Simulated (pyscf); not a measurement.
`[F][SiH2][O][SiH2]`, doublet

Gas-phase minimum from PySCF at ωB97X-D3(BJ)/def2-SVP, one conformer. Other isomers of F–SiH₂–O–SiH₂• were not searched in full and may lie lower. 

SMILES: [SiH2]O[SiH2]F
```xyz
8

F      0.3284    -0.7062    -2.0236
Si     1.2853    -0.5341    -0.7240
O      0.3450    -0.3371     0.6102
Si    -0.9302    -1.0230     1.4424
H      2.0929    -1.7724    -0.6091
H      2.1061     0.6825    -0.9090
H     -0.9632    -0.4136     2.8058
H     -2.2108    -0.7546     0.7159
```
Charge 0, spin multiplicity 2.

Bonds (Å): F1–Si2 1.623, Si2–O3 1.644, Si2–H5 1.483, Si2–H6 1.479, O3–Si4 1.670, Si4–H7 1.494, Si4–H8 1.497. Angles (°): F1–Si2–O3 109.0, F1–Si2–H5 107.1, F1–Si2–H6 108.3, O3–Si2–H5 110.4, O3–Si2–H6 108.7, H5–Si2–H6 113.2, Si2–O3–Si4 142.4, O3–Si4–H7 107.7, O3–Si4–H8 109.7, H7–Si4–H8 110.5.

Properties at ωB97X-D3(BJ)/def2-SVP:

```yaml
harmonic_wavenumbers_unscaled: 33, 60, 98, 331, 613, 711, 727, 753, 811, 883, 933, 986, 995, 1111, 2206, 2236, 2304, 2326 cm⁻¹
zero_point_energy: 25.9 kcal/mol
rotational_symmetry_number: 1
Entropy of this conformer at 298 K and 1 atm, rigid rotor and harmonic oscillator, modes under 100 cm⁻¹ raised to 100: 337.8 J/(mol K)
dipole_moment: 1.10 D
Spin expectation value S2: 0.751
```

Single-point totals, which compare only within one level:

```
level                   total energy (hartree)
----------------------  ----------------------
ωB97X-D3(BJ)/def2-TZVP              -756.71569
PBE/def2-TZVP                       -756.16727
r²SCAN/def2-TZVP                    -756.52361
B3LYP-D3(BJ)/def2-TZVP              -756.71016
PBE0-D3(BJ)/def2-TZVP               -756.23179
M06-2X/def2-TZVP                    -756.54978
ωB97M-D3(BJ)/def2-TZVP              -756.76548
```

The lowest mode is so soft that the shape along it may change with the basis. Soft torsions are taken as harmonic, which can shift the entropy by several J/(mol K).
